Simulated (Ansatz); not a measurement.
A run for Ansatz (an electronic-structure program): R-BLYP/def2-TZVPP on BF2HSe (SMILES FB(F)[SeH]), a point of a torsion scan.

Ansatz 0.2 input:
```yaml
crystal:
  periodic: [false, false, false]
  atoms:
    - {symbol: F, position_ang: [-1.17447235, 1.21183984, 0.06685430]}
    - {symbol: B, position_ang: [-0.61033990, 0.02572210, 0.07467940]}
    - {symbol: F, position_ang: [-1.38101108, -0.98292473, -0.25501996]}
    - {symbol: Se, position_ang: [1.14938069, -0.26445476, 0.76165897]}
    - {symbol: H, position_ang: [1.66211207, 1.04723536, 0.45767174]}
basis:
  gaussian:
    orbitals: def2-TZVPP
hamiltonian:
  xc: {name: BLYP}
scf: {lower_state_search: off}
```

It printed:

```
WARN ansatz: RAYON_NUM_THREADS=1 ignored (pool sized by the plan → 1); use --threads N
Functional definition: BLYP
these checks for a lower state are left out or cut short: stability, starts, cluster_reference, orbital_swaps, neighbouring_geometries, increment
integrals: 0.06 GiB planned
927 factors; their error is unknown
mean field: 0.48 GiB planned
mean field evaluation 1: about -71479.7134 eV, gradient 4.7e1 eV
mean field evaluation 2: about -71472.0913 eV, gradient 8.8e1 eV
mean field evaluation 4: about -71482.7457 eV, gradient 2.3e0 eV
mean field evaluation 8: about -71482.7245 eV, gradient 1.6e-1 eV
mean field evaluation 16: about -71482.7245 eV, gradient 6.6e-6 eV
mean field -71482.72447979 eV, -2626.9416719015 hartree, gradient 6.6e-6 eV, S^2 0.000000; 0 other end points of the search recorded, 0 dependent functions left out
reference -71482.72477077 eV, -2626.9416825948 hartree; 29, 29 occupied and 126, 126 virtual orbitals, 927 factors
Total energy: -71482.72477077 eV, -2626.9416825948 hartree
Checks for a lower state left out: stability, starts, cluster_reference, orbital_swaps, neighbouring_geometries, increment
```

The calculation finished and met its thresholds.

Cost: very roughly 1.0 core-seconds.
